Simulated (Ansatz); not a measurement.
Born–Oppenheimer molecular dynamics of a periodic cell of 13 atoms, Tl12H (host Tl, host structure hcp, interstitial H). It goes on from the last frame of an earlier run, with new velocities.

Method: DFT PBE, scalar-relativistic, plane waves, PAW (Ansatz 0.2.0). Settings: accuracy low, cutoff 420 eV, k mesh 2x2x3, fermi-dirac smearing 0.1 eV, no spin polarisation.

- ensemble: NVT, Langevin thermostat
- time step: 2 fs
- steps asked: 200
- set temperature: 1260 K
- friction: 0.01 /fs
- seed: 758944

Frames 2 fs apart, positions in Å.

Velocities at 260.0 fs (Å/ps):

```
Tl 0.58 2.17 -4.30
Tl -1.47 0.34 -1.11
Tl 0.56 0.54 1.37
Tl -0.98 -0.40 -2.01
Tl 1.00 -5.59 1.10
Tl 2.00 -0.38 -1.51
Tl 4.46 1.09 -0.12
Tl 2.46 -3.32 -3.35
Tl -0.30 -2.62 1.97
Tl -1.66 -0.80 3.89
Tl -3.73 -1.82 -1.83
Tl -2.59 2.77 -1.27
H -12.08 24.87 62.85
```

```xyz
13
Lattice="6.9200 0.0000 0.0000 -5.1900 8.9893 0.0000 0.0000 0.0000 5.5325" Properties=species:S:1:pos:R:3 time_fs=260.0 energy_less_start_eV=0.776 T=1343
Tl -0.459 -0.413 -0.707
Tl -0.140 1.968 3.013
Tl -1.538 3.197 -0.202
Tl -2.332 4.972 2.605
Tl -3.538 5.979 -0.261
Tl -3.731 8.174 1.759
Tl 3.318 0.269 -0.510
Tl 3.072 1.717 2.521
Tl 2.070 3.064 -0.232
Tl 1.368 4.777 2.748
Tl -0.209 5.773 0.001
Tl 0.028 7.950 2.270
H -1.549 0.521 1.128
13
Lattice="6.9200 0.0000 0.0000 -5.1900 8.9893 0.0000 0.0000 0.0000 5.5325" Properties=species:S:1:pos:R:3 time_fs=262.0 energy_less_start_eV=0.794 T=1386
Tl -0.458 -0.408 -0.715
Tl -0.143 1.968 3.011
Tl -1.538 3.197 -0.199
Tl -2.334 4.971 2.601
Tl -3.537 5.967 -0.260
Tl -3.727 8.174 1.756
Tl 3.327 0.271 -0.510
Tl 3.077 1.710 2.514
Tl 2.069 3.058 -0.228
Tl 1.365 4.775 2.756
Tl -0.217 5.769 -0.003
Tl 0.023 7.955 2.268
H -1.567 0.563 1.242
13
Lattice="6.9200 0.0000 0.0000 -5.1900 8.9893 0.0000 0.0000 0.0000 5.5325" Properties=species:S:1:pos:R:3 time_fs=264.0 energy_less_start_eV=0.797 T=1325
Tl -0.456 -0.405 -0.724
Tl -0.146 1.967 3.009
Tl -1.538 3.198 -0.195
Tl -2.335 4.970 2.597
Tl -3.534 5.955 -0.260
Tl -3.722 8.173 1.754
Tl 3.335 0.273 -0.509
Tl 3.082 1.705 2.507
Tl 2.068 3.053 -0.224
Tl 1.361 4.772 2.764
Tl -0.225 5.764 -0.007
Tl 0.017 7.960 2.265
H -1.587 0.617 1.337
13
Lattice="6.9200 0.0000 0.0000 -5.1900 8.9893 0.0000 0.0000 0.0000 5.5325" Properties=species:S:1:pos:R:3 time_fs=266.0 energy_less_start_eV=0.781 T=1214
Tl -0.453 -0.403 -0.732
Tl -0.149 1.965 3.007
Tl -1.539 3.199 -0.193
Tl -2.337 4.970 2.592
Tl -3.532 5.944 -0.260
Tl -3.717 8.172 1.752
Tl 3.344 0.276 -0.509
Tl 3.087 1.700 2.501
Tl 2.066 3.048 -0.219
Tl 1.357 4.769 2.772
Tl -0.233 5.761 -0.009
Tl 0.011 7.964 2.262
H -1.597 0.695 1.430
13
Lattice="6.9200 0.0000 0.0000 -5.1900 8.9893 0.0000 0.0000 0.0000 5.5325" Properties=species:S:1:pos:R:3 time_fs=268.0 energy_less_start_eV=0.757 T=1324
Tl -0.450 -0.401 -0.740
Tl -0.152 1.963 3.005
Tl -1.540 3.201 -0.191
Tl -2.340 4.970 2.587
Tl -3.531 5.933 -0.259
Tl -3.712 8.170 1.751
Tl 3.351 0.279 -0.510
Tl 3.092 1.695 2.494
Tl 2.064 3.042 -0.213
Tl 1.354 4.768 2.778
Tl -0.241 5.758 -0.011
Tl 0.005 7.968 2.260
H -1.585 0.785 1.532
13
Lattice="6.9200 0.0000 0.0000 -5.1900 8.9893 0.0000 0.0000 0.0000 5.5325" Properties=species:S:1:pos:R:3 time_fs=270.0 energy_less_start_eV=0.732 T=1425
Tl -0.448 -0.398 -0.748
Tl -0.158 1.959 3.004
Tl -1.540 3.204 -0.188
Tl -2.343 4.970 2.582
Tl -3.531 5.923 -0.259
Tl -3.706 8.169 1.749
Tl 3.358 0.282 -0.512
Tl 3.096 1.690 2.487
Tl 2.063 3.035 -0.207
Tl 1.350 4.767 2.785
Tl -0.249 5.755 -0.012
Tl -0.003 7.972 2.258
H -1.577 0.888 1.633
13
Lattice="6.9200 0.0000 0.0000 -5.1900 8.9893 0.0000 0.0000 0.0000 5.5325" Properties=species:S:1:pos:R:3 time_fs=272.0 energy_less_start_eV=0.719 T=1519
Tl -0.443 -0.395 -0.755
Tl -0.163 1.956 3.003
Tl -1.541 3.206 -0.185
Tl -2.347 4.969 2.577
Tl -3.530 5.912 -0.258
Tl -3.699 8.167 1.748
Tl 3.364 0.286 -0.515
Tl 3.099 1.686 2.480
Tl 2.063 3.029 -0.200
Tl 1.345 4.765 2.791
Tl -0.257 5.752 -0.015
Tl -0.011 7.976 2.256
H -1.570 1.001 1.729
13
Lattice="6.9200 0.0000 0.0000 -5.1900 8.9893 0.0000 0.0000 0.0000 5.5325" Properties=species:S:1:pos:R:3 time_fs=274.0 energy_less_start_eV=0.736 T=1706
Tl -0.438 -0.391 -0.761
Tl -0.168 1.952 3.003
Tl -1.540 3.209 -0.183
Tl -2.350 4.968 2.571
Tl -3.530 5.901 -0.256
Tl -3.690 8.165 1.746
Tl 3.372 0.291 -0.519
Tl 3.102 1.683 2.472
Tl 2.061 3.023 -0.192
Tl 1.341 4.763 2.797
Tl -0.264 5.749 -0.017
Tl -0.021 7.980 2.256
H -1.557 1.121 1.832
13
Lattice="6.9200 0.0000 0.0000 -5.1900 8.9893 0.0000 0.0000 0.0000 5.5325" Properties=species:S:1:pos:R:3 time_fs=276.0 energy_less_start_eV=0.794 T=1701
Tl -0.433 -0.388 -0.767
Tl -0.172 1.949 3.002
Tl -1.539 3.211 -0.181
Tl -2.352 4.966 2.566
Tl -3.530 5.889 -0.255
Tl -3.682 8.162 1.745
Tl 3.380 0.295 -0.523
Tl 3.107 1.680 2.463
Tl 2.059 3.016 -0.184
Tl 1.335 4.761 2.803
Tl -0.271 5.747 -0.020
Tl -0.032 7.984 2.256
H -1.552 1.247 1.933
13
Lattice="6.9200 0.0000 0.0000 -5.1900 8.9893 0.0000 0.0000 0.0000 5.5325" Properties=species:S:1:pos:R:3 time_fs=278.0 energy_less_start_eV=0.877 T=1650
Tl -0.429 -0.385 -0.773
Tl -0.176 1.946 3.001
Tl -1.538 3.213 -0.178
Tl -2.355 4.964 2.558
Tl -3.528 5.877 -0.255
Tl -3.673 8.159 1.743
Tl 3.386 0.299 -0.526
Tl 3.110 1.678 2.454
Tl 2.058 3.011 -0.176
Tl 1.329 4.758 2.809
Tl -0.277 5.749 -0.021
Tl -0.044 7.988 2.256
H -1.568 1.362 2.018
13
Lattice="6.9200 0.0000 0.0000 -5.1900 8.9893 0.0000 0.0000 0.0000 5.5325" Properties=species:S:1:pos:R:3 time_fs=280.0 energy_less_start_eV=0.931 T=1631
Tl -0.424 -0.384 -0.779
Tl -0.181 1.944 2.999
Tl -1.537 3.215 -0.175
Tl -2.358 4.961 2.550
Tl -3.527 5.864 -0.255
Tl -3.664 8.156 1.741
Tl 3.393 0.302 -0.531
Tl 3.114 1.678 2.446
Tl 2.057 3.005 -0.168
Tl 1.324 4.754 2.816
Tl -0.282 5.751 -0.022
Tl -0.055 7.992 2.258
H -1.613 1.459 2.071
13
Lattice="6.9200 0.0000 0.0000 -5.1900 8.9893 0.0000 0.0000 0.0000 5.5325" Properties=species:S:1:pos:R:3 time_fs=282.0 energy_less_start_eV=0.925 T=1712
Tl -0.419 -0.383 -0.784
Tl -0.185 1.941 2.996
Tl -1.537 3.217 -0.171
Tl -2.362 4.959 2.541
Tl -3.525 5.851 -0.255
Tl -3.655 8.154 1.738
Tl 3.399 0.307 -0.536
Tl 3.117 1.677 2.439
Tl 2.056 2.999 -0.160
Tl 1.317 4.751 2.822
Tl -0.287 5.753 -0.023
Tl -0.065 7.997 2.259
H -1.693 1.543 2.090
```

Of the whole run (400 fs, mean temperature of the second half 1181 K): A step of 2 fs is long for free X–H stretches (periods near 10 fs) and can bias their spread and the temperature. A run of 0.4 ps of so small a system gives no equilibrium averages. Limits of this set-up: coarse k mesh, odd electron count without spin, low accuracy level.

Run time: 29 min on 2 threads of Arm Neoverse V1 (shared host), peak memory 0.81 GiB.
